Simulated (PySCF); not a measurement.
PySCF input for SnCl3, SMILES [Cl][Sn]([Cl])[Cl], multiplicity 2, PBE-D3(BJ)/def2-SVP. Coordinates come from a PBE-D3(BJ)/def2-SVP optimisation. The multiplicity is an assumed one; other spin states were not compared. The isomer is the one that the SMILES or the coordinates give; other isomers of the formula were not compared. The def2 effective core potentials stand for the cores of Sn; spin–orbit coupling is left out.

```python
import numpy as np
from pyscf import gto, scf, dft, df
from pyscf.hessian import thermo

mol = gto.M(
    atom='''
    Sn   -0.00000000   -0.00000000    0.43275952
    Cl    1.93611699    1.11781767   -0.42427403
    Cl    0.00000000   -2.23563533   -0.42427404
    Cl   -1.93611699    1.11781767   -0.42427404
    ''',
    basis='def2-SVP',
    ecp={'Sn': 'def2-svp'},
    charge=0,
    spin=1,
    max_memory=1600,
    verbose=3,
)
mf = dft.UKS(mol, xc='pbe').density_fit(auxbasis='def2-universal-jkfit')
mf.disp = 'd3bj'
mf.grids.level = 3
mf.conv_tol = 1e-11
mf.max_cycle = 100
mf.kernel()
fine, coarse = mf.grids, dft.Grids(mol).set(level=1).build(with_non0tab=True)
for _ in range(3):  # follow internal instabilities
    mf.grids = coarse
    mo, _, stable, _ = mf.stability(return_status=True, nroots=4)
    mf.grids = fine
    if stable:
        break
    mf.kernel(mf.make_rdm1(mo, mf.mo_occ))

# [left out here: the lines that compute and print the analytic Hessian (its translational invariance restored by hand, since the grid's response is missing), thermochemistry and intensities]
```

Program output:

```

WARN: HOMO -0.653122878361874 >= LUMO -0.653122878361877


WARN: HOMO 0.262504724393239 >= LUMO 0.262505176274767

converged SCF energy = -1594.0168477061  <S^2> = 0.75177691  2S+1 = 2.0017761
<class 'pyscf.df.df_jk.DFUKS'> wavefunction is stable in the internal stability analysis

WARN: DFTD3 does not support analytical Hessian, using finite difference


WARN: Mole.unit (angstrom) is changed to Bohr

Mode                                 0                   1                   2
Irrep
Freq [cm^-1]                       90.5081             90.5371            103.4024
Reduced mass [au]                  38.6194             38.6195             47.0854
Force const [Dyne/A]                0.1864              0.1865              0.2966
Char temp [K]                     130.2210            130.2627            148.7731
Normal mode                   x     y     z       x     y     z       x     y     z
       0  Sn                -0.03 -0.00 -0.00    0.00 -0.03 -0.00   -0.00 -0.00  0.05
       1  Cl                -0.01 -0.07 -0.02   -0.07  0.08 -0.01   -0.04 -0.02 -0.06
       2  Cl                 0.12 -0.00  0.00   -0.01 -0.05  0.03    0.00  0.05 -0.06
       3  Cl                -0.00  0.07  0.02    0.07  0.07 -0.01    0.04 -0.02 -0.06
Mode                                 3                   4                   5
Irrep
Freq [cm^-1]                      316.1053            345.3864            345.3909
Reduced mass [au]                  38.7141             44.5841             44.5841
Force const [Dyne/A]                2.2792              3.1336              3.1337
Char temp [K]                     454.8052            496.9342            496.9406
Normal mode                   x     y     z       x     y     z       x     y     z
       0  Sn                -0.00  0.00 -0.03   -0.01 -0.05 -0.00    0.05 -0.01 -0.00
       1  Cl                -0.07 -0.04  0.04    0.06  0.04 -0.03   -0.07 -0.04  0.03
       2  Cl                 0.00  0.08  0.04    0.00  0.10  0.04   -0.00  0.03  0.01
       3  Cl                 0.07 -0.04  0.04   -0.02  0.02 -0.01   -0.09  0.05 -0.04
temperature 298.1500 [K]
pressure 101325.00 [Pa]
Rotational constants [GHz] 1.64632 1.64632 0.95078
Symmetry number 3
Zero-point energy (ZPE) 0.00294 [Eh]   7723.870 [J/mol]
                           tot       elec      trans        rot        vib
Entropy [J/mol/K]       355.365      5.763    176.297    113.093     60.212
Cv [J/mol/K]             69.589      0.000     12.472     12.472     44.645
Cp [J/mol/K]             77.903      0.000     20.786     12.472     44.645
Internal energy [J/mol]                      3718.434   3718.434  16564.486
Internal energy [Eh]   -1594.00771  -1594.01685
Enthalpy [J/mol]                             6197.391   3718.434  16564.486
Enthalpy [Eh]          -1594.00676
Gibbs free energy [J/mol]                  -46365.581 -30000.105  -1387.813
Gibbs free energy [Eh] -1594.04712
mode   freq/cm-1   IR/(km/mol)
   1       90.51         1.996
   2       90.54         1.996
   3      103.40         4.570
   4      316.11         7.452
   5      345.39        48.656
   6      345.39        48.651
max |gradient| / (hartree/bohr): 8.447262903267115e-05
APT charges: [ 1.2891 -0.4297 -0.4297 -0.4297]
```

The calculation finished and met its thresholds.

Cost: around 120 core-seconds (rough).
